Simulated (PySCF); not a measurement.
**Ionising K2**

RHF-CCSD(T); K pcseg-1; no relativity (PySCF 2.14). Neutral (RHF): singlet (closed shell), Re = 4.054 Å, ωe = 93.5 cm⁻¹, De = 0.54 eV.

K₂⁺ (UHF): doublet (σ ↑), Re = 4.589 Å, ωe = 77.9 cm⁻¹, De = 0.84 eV to K⁺ + K. The energies at the minima are -1198.41759 hartree for K2 and -1198.27773 for K₂⁺.

(1) Work out the adiabatic ionisation energy, without and with harmonic zero-point energies (1 hartree = 27.2114 eV, 1 eV = 8065.5 cm⁻¹), and the change of the bond length.

Correlated steps freeze 10 core orbitals. Correlated levels converge slowly with the basis: in double zeta they bind strong bonds too weakly, by up to about 1 eV, and carry superposition errors of some tenths. Where the molecule has an RHF reference, its open-shell atoms are computed with UHF. States were picked by a PBE0 search and need not be the measured ground states.

Neutral and ion stand on different kinds of reference determinant, which adds to the error of the difference.

Results:

(1) At CCSD(T): 0.13986 hartree = 3.806 eV between the minima; the zero-point term (77.9 − 93.5)/2 cm⁻¹ = -0.001 eV makes it 3.805 eV. Re changes by +53.5 pm against the neutral. The electron leaves a σ orbital, and the longer bond of the ion fits a bonding orbital, or a change in how ionic the bond is.
